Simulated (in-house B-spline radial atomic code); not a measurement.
Atomic self-consistent-field run: Zr⁶⁺ (an excited or competing configuration). Computed with a B-spline radial code for spherical atoms: scalar-relativistic (X2C) HSE06, spin-polarised, spherical fractional occupations, exact exchange averaged over the configuration, Fermi nucleus of rms radius 4.2694 fm.

Command:
```bash
python run_scf.py task.json out
```
Settings (nuclear radius in fm, mass in u):
```
Z                40
configuration    [Ar] 3d10 4s1 4p4 5s1
hamiltonian      x2c
method           hse06
spin_polarised   True
nucleus          fermi
rms_radius       4.2694
atomic_mass      89.9047
speed_of_light   137.035999084
exact_exchange   averaged over the configuration
```

Output (hartree, bohr):
```
 radial grid: 68 intervals, B-splines of order 8, outer radius 21.6418 bohr

 iter        energy (Eh)    residual
    1       -3580.953422    4.37e-01
    2       -3584.459522    3.30e-01
    3       -3585.780781    6.70e-02
    4       -3585.843937    1.45e-02
    5       -3585.846347    8.17e-03
    6       -3585.847253    3.68e-04
    7       -3585.847255    4.47e-05
    8       -3585.847255    2.20e-06
    9       -3585.847255    7.50e-08

 total energy                     -3585.84725
 kinetic                            3705.8967
 electron-nucleus                  -8540.1040
 Hartree                            1360.0494
 exact exchange                      -26.9716
 exchange-correlation                -84.7179

 orbital      occ     eigenvalue          <r>       <r^2>       <1/r>       r_max
 1s up      1.000      -660.4409    0.0365866  0.00181633     42.5013     0.02358
 1s down    1.000      -660.4095    0.0365865  0.00181631     42.5013     0.02358
 2s up      1.000       -95.1994     0.162086   0.0310385     9.48174      0.1368
 2s down    1.000       -95.1754     0.162091   0.0310389     9.48065      0.1368
 2p up      3.000       -85.2334     0.141498   0.0244907     9.03759      0.1093
 2p down    3.000       -85.2072     0.141509   0.0244937     9.03669      0.1093
 3s up      1.000       -18.7678     0.456488    0.238946     3.19564      0.4075
 3s down    1.000       -18.7161     0.456658    0.239006     3.19198      0.4079
 3p up      3.000       -15.4874     0.460004    0.246486      3.0003      0.4016
 3p down    3.000       -15.4405     0.459845     0.24615     2.99952       0.402
 3d up      5.000       -10.0999     0.449691    0.243884     2.75044      0.3472
 3d down    5.000       -10.0621     0.448303    0.241959     2.75538      0.3472
 4s up      1.000        -5.2513      1.13236     1.44013     1.20557       1.043
 4p up      3.000        -4.2893      1.22454     1.69366     1.09396       1.115
 4p down    1.000        -4.0746      1.23178     1.71676     1.08933       1.116
 5s up      1.000        -2.2010      2.32314     6.00764     0.57864       2.251
```

Time taken, with all properties: 0.46 s on 1 thread of AMD EPYC 7R13 Processor, with other jobs on the host.

One-electron X2C: radii and densities carry no picture-change correction, so inner-shell <1/r> comes out high (for 1s by about 2 % at Z = 33, 5 % at 54, 10 % at 75, 30 % at 118) and <r> low.
